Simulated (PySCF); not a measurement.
# Reading the logs of faulty runs: Al2BH5

Calculated results; nothing here was measured. The program is PySCF 2.14.0, an open-source quantum chemistry code, run on an isolated molecule that a program drew, which may never have been made. The molecule is Al2BH5 (charge 0, singlet), drawn as the SMILES string `[BH2][AlH][AlH2]`.

Each row is a Hartree-Fock (HF) and frozen-core CCSD(T) single point in the cc-pV(D+d)Z basis, meant for a local HF minimum. Run 1 is clean. Each other run has one planted mistake out of seven kinds, and not every kind appears here: one electron removed, one electron added, multiplicity raised by two, geometry at a saddle point, minimal basis STO-3G, one bond length entered in bohr, all coordinates scaled. The reference is restricted for singlets and unrestricted otherwise, and also for a bond in bohr. Adding or removing an electron swaps singlet and doublet. Electrons count all cores. HOMO and LUMO are orbital energies over both spins, the gradient is its largest component, and the lowest frequency (negative if imaginary) is given only where the gradient is small. Bond lengths are over the 7 bonds as drawn. T1 is the CCSD diagnostic: over 0.02 (restricted) or 0.045 (unrestricted) a single reference is doubtful.

Geometry of the clean run:
```xyz
8
Al2BH5, angstrom
B     0.9690    0.9495   -1.5447
Al    0.9065   -1.1854   -1.3065
Al    2.3952   -2.5457    0.3864
H     0.2774    1.6963   -0.8984
H     1.7119    1.4959   -2.3215
H    -0.1199   -1.9894   -2.2275
H     1.9210   -2.8510    1.8736
H     3.8240   -3.1183   -0.0142
```

```
run,electrons,basis functions,<S^2>,HOMO (eV),LUMO (eV),gradient (hartree/bohr),lowest frequency (cm^-1),mean bond (Å),longest bond (Å),T1,HF (hartree),CCSD(T) (hartree),mistake
1,36,85,0.000,-8.81,0.58,3.1e-06,82,1.7101,2.633,0.0142,-511.36437,-511.63432,no fault
2,36,85,0.000,-8.78,0.56,7.4e-03,-,1.7426,2.683,0.0142,-511.36260,-511.63277,all coordinates scaled
3,36,85,2.051,-7.18,-0.78,4.5e-02,-,1.7101,2.633,0.0294,-511.28182,-511.54246,multiplicity raised by two
4,36,28,0.000,-5.39,7.32,4.0e-02,-,1.7101,2.633,0.0099,-505.20724,-505.34219,?
```

**Which mistake was planted in run 4, and what did it cost?**

It has 28 basis functions where the clean run has 85, with the same electrons and geometry. So the mistake is: minimal basis STO-3G. Subtracting run 1 and multiplying by 627.51 kcal/mol a hartree, the energy moved by 3863.7 kcal/mol in HF and 3948.4 kcal/mol in CCSD(T).

